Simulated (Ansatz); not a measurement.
The cluster Hg₃S₂⁺. The state is a doublet with charge 1. Geometry PBE-D4/def2-SVP.

```xyz
5

Hg    3.8763   -0.0390   -0.0160
Hg   -1.4357    0.1566    0.7684
Hg   -4.0488    0.4359    2.1112
S     0.6579   -0.4474   -2.3726
S     0.9502   -0.1061   -0.4909
```

In the def2 sets Hg takes a core potential; there is no spin–orbit coupling. HSE06 is defined as in plane-wave codes, on full-range PBE exchange. At ωB97M-V/def2-TZVP the charge 1 doublet is spin-contaminated (final ⟨S²⟩ up to 1.09, 0.75 for a pure state). Another isomer (doublet) lies 0.08 eV lower at PBE-D4/def2-SVP; other spin states weren't run for this one.

(1) Estimate the α-spin orbital energies around the gap (eV) in Ansatz with PBE-D4/def2-SVP, r2SCAN-D4/def2-TZVP, PBE0-D4/def2-TZVP, HSE06-D4/def2-TZVP, ωB97M-V/def2-TZVP.

## Answers

(1) 
```json
{"orbital": "HOMO−13", "PBE-D4/def2-SVP": "-14.43", "r2SCAN-D4/def2-TZVP": "-14.91", "PBE0-D4/def2-TZVP": "-16.42", "HSE06-D4/def2-TZVP": "-16.01", "ωB97M-V/def2-TZVP": "-19.08"}
{"orbital": "HOMO−12", "PBE-D4/def2-SVP": "-14.43", "r2SCAN-D4/def2-TZVP": "-14.91", "PBE0-D4/def2-TZVP": "-16.42", "HSE06-D4/def2-TZVP": "-16.01", "ωB97M-V/def2-TZVP": "-19.04"}
{"orbital": "HOMO−11", "PBE-D4/def2-SVP": "-14.42", "r2SCAN-D4/def2-TZVP": "-14.77", "PBE0-D4/def2-TZVP": "-16.00", "HSE06-D4/def2-TZVP": "-15.61", "ωB97M-V/def2-TZVP": "-18.24"}
{"orbital": "HOMO−10", "PBE-D4/def2-SVP": "-14.14", "r2SCAN-D4/def2-TZVP": "-14.47", "PBE0-D4/def2-TZVP": "-15.77", "HSE06-D4/def2-TZVP": "-15.39", "ωB97M-V/def2-TZVP": "-17.95"}
{"orbital": "HOMO−9", "PBE-D4/def2-SVP": "-14.02", "r2SCAN-D4/def2-TZVP": "-14.40", "PBE0-D4/def2-TZVP": "-15.75", "HSE06-D4/def2-TZVP": "-15.37", "ωB97M-V/def2-TZVP": "-17.91"}
{"orbital": "HOMO−8", "PBE-D4/def2-SVP": "-13.91", "r2SCAN-D4/def2-TZVP": "-14.29", "PBE0-D4/def2-TZVP": "-15.66", "HSE06-D4/def2-TZVP": "-15.28", "ωB97M-V/def2-TZVP": "-17.80"}
{"orbital": "HOMO−7", "PBE-D4/def2-SVP": "-13.91", "r2SCAN-D4/def2-TZVP": "-14.29", "PBE0-D4/def2-TZVP": "-15.66", "HSE06-D4/def2-TZVP": "-15.28", "ωB97M-V/def2-TZVP": "-17.80"}
{"orbital": "HOMO−6", "PBE-D4/def2-SVP": "-13.90", "r2SCAN-D4/def2-TZVP": "-14.23", "PBE0-D4/def2-TZVP": "-15.28", "HSE06-D4/def2-TZVP": "-14.86", "ωB97M-V/def2-TZVP": "-17.49"}
{"orbital": "HOMO−5", "PBE-D4/def2-SVP": "-13.41", "r2SCAN-D4/def2-TZVP": "-13.67", "PBE0-D4/def2-TZVP": "-14.69", "HSE06-D4/def2-TZVP": "-14.27", "ωB97M-V/def2-TZVP": "-16.97"}
{"orbital": "HOMO−4", "PBE-D4/def2-SVP": "-13.29", "r2SCAN-D4/def2-TZVP": "-13.65", "PBE0-D4/def2-TZVP": "-14.67", "HSE06-D4/def2-TZVP": "-14.25", "ωB97M-V/def2-TZVP": "-16.93"}
{"orbital": "HOMO−3", "PBE-D4/def2-SVP": "-12.10", "r2SCAN-D4/def2-TZVP": "-12.28", "PBE0-D4/def2-TZVP": "-12.98", "HSE06-D4/def2-TZVP": "-12.57", "ωB97M-V/def2-TZVP": "-15.01"}
{"orbital": "HOMO−2", "PBE-D4/def2-SVP": "-10.70", "r2SCAN-D4/def2-TZVP": "-10.89", "PBE0-D4/def2-TZVP": "-11.49", "HSE06-D4/def2-TZVP": "-11.10", "ωB97M-V/def2-TZVP": "-13.46"}
{"orbital": "HOMO−1", "PBE-D4/def2-SVP": "-10.22", "r2SCAN-D4/def2-TZVP": "-10.37", "PBE0-D4/def2-TZVP": "-11.25", "HSE06-D4/def2-TZVP": "-10.83", "ωB97M-V/def2-TZVP": "-13.22"}
{"orbital": "HOMO", "PBE-D4/def2-SVP": "-10.03", "r2SCAN-D4/def2-TZVP": "-10.30", "PBE0-D4/def2-TZVP": "-10.65", "HSE06-D4/def2-TZVP": "-10.33", "ωB97M-V/def2-TZVP": "-12.13"}
{"orbital": "LUMO", "PBE-D4/def2-SVP": "-8.91", "r2SCAN-D4/def2-TZVP": "-8.94", "PBE0-D4/def2-TZVP": "-8.41", "HSE06-D4/def2-TZVP": "-8.71", "ωB97M-V/def2-TZVP": "-6.91"}
{"orbital": "LUMO+1", "PBE-D4/def2-SVP": "-5.84", "r2SCAN-D4/def2-TZVP": "-5.79", "PBE0-D4/def2-TZVP": "-5.24", "HSE06-D4/def2-TZVP": "-5.59", "ωB97M-V/def2-TZVP": "-3.86"}
{"orbital": "LUMO+2", "PBE-D4/def2-SVP": "-5.35", "r2SCAN-D4/def2-TZVP": "-5.34", "PBE0-D4/def2-TZVP": "-4.96", "HSE06-D4/def2-TZVP": "-5.31", "ωB97M-V/def2-TZVP": "-3.69"}
{"orbital": "LUMO+3", "PBE-D4/def2-SVP": "-5.11", "r2SCAN-D4/def2-TZVP": "-5.03", "PBE0-D4/def2-TZVP": "-4.45", "HSE06-D4/def2-TZVP": "-4.81", "ωB97M-V/def2-TZVP": "-2.80"}
{"orbital": "LUMO+4", "PBE-D4/def2-SVP": "-4.50", "r2SCAN-D4/def2-TZVP": "-4.56", "PBE0-D4/def2-TZVP": "-4.11", "HSE06-D4/def2-TZVP": "-4.47", "ωB97M-V/def2-TZVP": "-2.61"}
{"orbital": "LUMO+5", "PBE-D4/def2-SVP": "-4.03", "r2SCAN-D4/def2-TZVP": "-3.97", "PBE0-D4/def2-TZVP": "-3.60", "HSE06-D4/def2-TZVP": "-3.96", "ωB97M-V/def2-TZVP": "-2.16"}
{"orbital": "β HOMO", "PBE-D4/def2-SVP": "-10.19", "r2SCAN-D4/def2-TZVP": "-10.30", "PBE0-D4/def2-TZVP": "-10.67", "HSE06-D4/def2-TZVP": "-10.34", "ωB97M-V/def2-TZVP": "-12.27"}
{"orbital": "β LUMO", "PBE-D4/def2-SVP": "-8.93", "r2SCAN-D4/def2-TZVP": "-8.76", "PBE0-D4/def2-TZVP": "-8.23", "HSE06-D4/def2-TZVP": "-8.54", "ωB97M-V/def2-TZVP": "-6.56"}
```
